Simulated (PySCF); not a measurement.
**Orbital picture of CsP⁺**

r²SCAN at R = 3.961 Å; Cs def2-SVP with ECP46, P def2-SVP; scalar-relativistic core potentials (PySCF 2.14). State: ⁴Σ⁻ (quartet), unpaired electrons σ ↑, π ↑↑. Only the outer orbitals are listed, counted within each symmetry, core potentials removing the inner ones.

```tsv
spin	orbital	occ.	ε (eV)	on Cs (%)	main shells (%)
α	4σ	1	-32.94	100	100 Cs s
α	5σ	1	-19.29	18	82 P s, 18 Cs p
α	2π	1	-18.98	100	100 Cs p
α	2π	1	-18.98	100	100 Cs p
α	6σ	1	-18.89	82	82 Cs p, 18 P s
α	7σ	1	-10.53	3	97 P p
α	3π	1	-10.31	1	99 P p
α	3π	1	-10.31	1	99 P p
α	8σ	0	-4.50	99	98 Cs s
α	4π	0	-2.74	98	60 Cs d, 38 Cs p
α	4π	0	-2.74	98	60 Cs d, 38 Cs p
β	4σ	1	-32.93	100	100 Cs s
β	2π	1	-18.97	100	100 Cs p
β	2π	1	-18.97	100	100 Cs p
β	5σ	1	-18.96	100	100 Cs p
β	6σ	1	-15.57	1	99 P s
β	7σ	0	-7.17	8	91 P p
β	3π	0	-6.86	3	97 P p
β	3π	0	-6.86	3	97 P p
```

**Question.** Which are the highest filled and the lowest empty level, where do they sit, and how wide is the gap?

**Answer.** Highest filled α 3π at -10.31 eV (in %: 99 P p); lowest empty β 7σ at -7.17 eV (in %: 91 P p); the gap at r²SCAN is 3.14 eV.

```json
{"bond order (Mayer)": "0.11", "⟨S²⟩": "3.750", "charge on Cs (Mulliken, basis-dependent)": "0.94", "charge on Cs (Löwdin, basis-dependent)": "0.79", "dipole moment (positive dipole points towards P; it is taken about the centre of mass and depends on that origin)": "-2.56 D"}
```

Spin–orbit coupling is left out. The state is the lowest determinant that a PBE0 search found; another state may lie lower at other levels.
